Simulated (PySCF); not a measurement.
Cd(H)(Me) (CH4Cd), SMILES [CH3][CdH].

Geometry optimised at B3LYP-D3(BJ)/def2-TZVP. The def2 effective core potentials stand for the cores of Cd; spin–orbit coupling is left out.

Method: B3LYP-D3(BJ)/def2-TZVP (PySCF).

Frequencies are harmonic and unscaled.

Modes within 1.5 cm⁻¹ of each other (mostly degenerate sets) share a row, with their intensities summed.

```csv
mode,ν (cm⁻¹),IR (km/mol),Raman (Å⁴/amu),depolarisation,moving atoms (share of kinetic energy)
1–2,425,73.8,8.0,0.75,H 98 %
3,492,14.1,30.6,0.23,"C 71 %, H 17 %, Cd 12 %"
4–5,711,114.2,6.3,0.75,"H 84 %, C 15 %"
6,1188,1.5,52.7,0.25,"H 83 %, C 17 %"
7–8,1461,1.3,7.0,0.75,H 95 %
9,1778,312.1,291.3,0.26,H 99 %
10,3036,21.2,158.1,0.00,H 98 %
11–12,3115,25.1,202.1,0.75,"H 91 %, C 9 %"
```
